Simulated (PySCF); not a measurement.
# Reading the logs of faulty runs: Al2BH3N cation

Calculated results; nothing here was measured. The program is PySCF 2.14.0, an open-source quantum chemistry code, run on an isolated molecule that a program drew, which may never have been made. The molecule is Al2BH3N cation (charge +1, singlet), drawn as the SMILES string `N=[B][Al+][AlH2]`.

Each row is a Hartree-Fock (HF) and frozen-core CCSD(T) single point in the cc-pV(D+d)Z basis, meant for a local HF minimum. Run 1 is clean. Each other run has one planted mistake out of seven kinds, and not every kind appears here: one electron removed, one electron added, multiplicity raised by two, geometry at a saddle point, minimal basis STO-3G, one bond length entered in bohr, all coordinates scaled. The reference is restricted for singlets and unrestricted otherwise, and also for a bond in bohr. Adding or removing an electron swaps singlet and doublet. Electrons count all cores. HOMO and LUMO are orbital energies over both spins, the gradient is its largest component, and the lowest frequency (negative if imaginary) is given only where the gradient is small. Bond lengths are over the 6 bonds as drawn. T1 is the CCSD diagnostic: over 0.02 (restricted) or 0.045 (unrestricted) a single reference is doubtful.

Geometry of the clean run:
```xyz
7
Al2BH3N cation, angstrom
N    -5.0492   -2.1939    0.1053
B    -3.8898   -1.8790   -0.1112
Al   -1.9107   -1.3429   -0.4812
Al    0.6609   -0.6528   -0.9636
H    -5.9903   -2.4493    0.2811
H     1.0494    0.7018   -0.3007
H     1.4048   -1.7043   -1.8391
```

| run | electrons | basis functions | <S^2> | HOMO (eV) | LUMO (eV) | gradient (hartree/bohr) | lowest frequency (cm^-1) | mean bond (Å) | longest bond (Å) | T1 | HF (hartree) | CCSD(T) (hartree) | mistake |
|---|---|---|---|---|---|---|---|---|---|---|---|---|---|
| 1 | 40 | 89 | 0.000 | -15.09 | -5.21 | 3.8e-05 | 74 | 1.6860 | 2.706 | 0.0198 | -564.46996 | -564.86503 | no fault |
| 2 | 40 | 89 | 2.010 | -12.40 | -7.06 | 1.7e-02 | - | 1.6860 | 2.706 | 0.0280 | -564.37786 | -564.76170 | multiplicity raised by two |
| 3 | 40 | 89 | 1.099 | -13.60 | -5.32 | 1.5e-02 | - | 1.9949 | 3.937 | 0.0294 | -564.38252 | -564.74611 | one bond length entered in bohr |
| 4 | 40 | 31 | 0.000 | -12.25 | 1.23 | 8.3e-02 | - | 1.6860 | 2.706 | 0.0203 | -557.72988 | -557.94651 | minimal basis STO-3G |
| 5 | 40 | 89 | 0.000 | -14.79 | -5.12 | 8.7e-02 | - | 1.7905 | 2.874 | 0.0229 | -564.44700 | -564.85323 | ? |

**Which mistake was planted in run 5, and what did it cost?**

The mean and the longest bond both change by the same factor, 1.062, and the gradient is no longer small. So the mistake is: all coordinates scaled. Subtracting run 1 and multiplying by 627.51 kcal/mol a hartree, the energy moved by 14.4 kcal/mol in HF and 7.4 kcal/mol in CCSD(T).

Cautions from the logs. Run 4: T1 is over the limit, so its CCSD(T) energy is less reliable; run 5: T1 is over the limit, so its CCSD(T) energy is less reliable.
